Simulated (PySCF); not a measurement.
C$_{3}$H$_{2}$N (SMILES C=[C]C#N), doublet (typed; the unrestricted solution is spin-contaminated), at a GFN2-xTB geometry. Base run: HF/6-31G** (PySCF).

The PySCF input:
```python
from pyscf import gto, scf

mol = gto.M(
    atom='''
C    -0.15895887   -1.79696753    0.01837023
C    -0.04522191   -0.51121592    0.00522611
C     0.07111146    0.80388707   -0.00821806
H    -1.12145639   -2.29501249    0.00644536
H     0.70119490   -2.45587860    0.04212256
N     0.17409677    1.96809562   -0.02011966
''',
    basis='6-31g**',
    spin=1,
    verbose=4,
)

mf = scf.UHF(mol)
mf.kernel()
mo_i, mo_e, stable_i, stable_e = mf.stability(internal=True, external=True, return_status=True, nroots=6, tol=1e-6)
print('internally stable:', stable_i, ' externally stable:', stable_e)
if not stable_i:
    umf = mf.copy()
    umf.scf_summary = {}
    umf.kernel(umf.make_rdm1(mo_i, mf.mo_occ))
```

The bond that is stretched is that between atoms 6 and 3. A test that says stable can miss a lower solution.

Variants of this job, named by their change:

| change | ΔE vs base (mEh) | <S^2> | E after following the instability (Eh) | <S^2> there | stability test says | outcome |
|---|---|---|---|---|---|---|
| base | 0.000 | 1.369 | - | - | stable | converged |
| bond × 1.25 | 108.6 | 0.979 | -169.03834 | 1.61 | internal instability | converged |
| bond × 1.5 | 219.5 | 0.972 | -168.96135 | 2.22 | internal instability | converged |
| bond × 1.8 | 270.3 | 0.805 | -168.89946 | 1.98 | internal instability | converged |
| bond × 2.2 | - | - | - | - | - | not converged |
| bond × 3.0 | 296.0 | 0.754 | -168.91551 | 1.76 | internal instability | converged |

On stretching, the SCF can end on different states; <S^2> shows the spin contamination of each.
